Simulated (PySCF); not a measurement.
Species: C5H14As2.
Structure used (PBE0-D3(BJ)/def2-SVP), in Å, numbered top down from 1:
```xyz
21
C5H14As2 angstrom
C     -1.6065   -1.4491   -0.1223
C     -1.0796   -0.0988   -0.5953
C     -2.2146    0.9001   -0.7926
C      0.0364    0.4699    0.2974
As    -0.6551    0.9384    2.1272
C      1.2380   -0.4492    0.4720
As     1.9922   -1.1042   -1.2550
H     -0.8214   -2.2196   -0.1170
H     -2.0247   -1.3822    0.8955
H     -2.4077   -1.8044   -0.7879
H     -0.6188   -0.2611   -1.5900
H     -2.7892    1.0494    0.1368
H     -2.9216    0.5420   -1.5564
H     -1.8373    1.8830   -1.1155
H      0.3801    1.4148   -0.1531
H      0.6803    1.5084    2.5959
H     -1.1729    2.3268    1.7618
H      0.9745   -1.3515    1.0484
H      2.0351    0.0642    1.0269
H      2.4394    0.2785   -1.7272
H      3.3696   -1.4147   -0.6748
```

The calculation used PySCF, PBE0-D3(BJ)/def2-SVP geometry optimisation, gas phase.

Masses are those of the commonest isotopes; rigid-rotor values at the optimised geometry. The values belong to one conformer with, in the numbering `[CH3:1][CH:2]([CH3:3])[C@@H:4]([AsH2:5])[CH2:6][AsH2:7]`, C1–C2–C4–As5 -67°, C2–C4–As5–H -177° and -84°, C2–C4–C6–As7 52°, C4–C6–As7–H 65° and 158°.

(1) What are A, B and C (GHz)?

(2) What kind of rotor is it?

(3) Is it planar, by Δ = Ic − Ia − Ib?

(4) Where do the levels up to J = 3 lie, in MHz?

(5) Which lines would a microwave search look for?

(6) Estimate the classical rotational partition function at 25 K, 200 K and 298.15 K.

Answers

(1) Ia = 289.90, Ib = 970.44, Ic = 1143.14 u·Å²; 505379 MHz·u·Å²/I gives 1743, 520.8 and 442.1 MHz, that is A = 1.7433, B = 0.5208, C = 0.4421 GHz.

(2) An asymmetric top: κ = (2 × 520.8 − 1743 − 442.1)/(1743 − 442.1) = -0.88.

(3) Not planar: Δ = Ic − Ia − Ib = -117.20 u·Å². For a rigid frame Δ = −2 Σ m c², so Σ m c² = 58.60 u·Å² lies off the ab plane: 22.93 from hydrogen and 35.67 from heavier atoms. The atom farthest from that plane is 1.97 Å away.

(4) Above 0(0,0):
J = 1: 1(0,1) 963, 1(1,1) 2185, 1(1,0) 2264
J = 2: 2(0,2) 2885, 2(1,2) 4032, 2(1,1) 4268, 2(2,1) 7936, 2(2,0) 7940
J = 3: 3(0,3) 5759, 3(1,3) 6801, 3(1,2) 7273, 3(2,2) 10825, 3(2,1) 10843, 3(3,1) 17136, 3(3,0) 17136

(5) The dipole components are |μa| = 0.06 D, |μb| = 0.06 D, |μc| = 0.62 D. Intensities carry the squares of the components, which stand as 0.01 : 0.01 : 1.00 (a : b : c). Some lines, for components of 0.1 D or more:

```csv
type,branch,"J(Ka,Kc)",MHz,lower level (cm⁻¹)
c,Q,"3(1,3) ← 3(0,3)",1042,0.192
c,Q,"2(1,2) ← 2(0,2)",1148,0.096
c,Q,"1(1,1) ← 1(0,1)",1223,0.032
c,R,"1(1,0) ← 0(0,0)",2264,0.000
c,R,"2(1,1) ← 1(0,1)",3306,0.032
c,Q,"3(2,2) ← 3(1,2)",3552,0.243
c,Q,"2(2,1) ← 2(1,1)",3668,0.142
c,R,"3(1,2) ← 2(0,2)",4388,0.096
c,R,"2(2,0) ← 1(1,0)",5676,0.076
c,R,"2(2,1) ← 1(1,1)",5751,0.073
c,Q,"3(3,1) ← 3(2,1)",6293,0.362
c,R,"3(2,1) ← 2(1,1)",6574,0.142
c,R,"3(2,2) ← 2(1,2)",6792,0.135
c,R,"3(3,0) ← 2(2,0)",9196,0.265
c,R,"3(3,1) ← 2(2,1)",9200,0.265
```

(6) Point group C1, symmetry number σ = 1; q = (√π/σ)·√((kT/h)³/(ABC)), k/h = 20836.6 MHz/K: 33300 at 25 K, 753000 at 200 K, 1370000 at 298.15 K.

PBE0-D3(BJ)/def2-SVP frequencies: not computed here. Zero-point vibration and centrifugal distortion are left out. A rigid rotor knows nothing of internal rotation, which can split or shift real lines. Quadrupole hyperfine structure (75As) is left out.
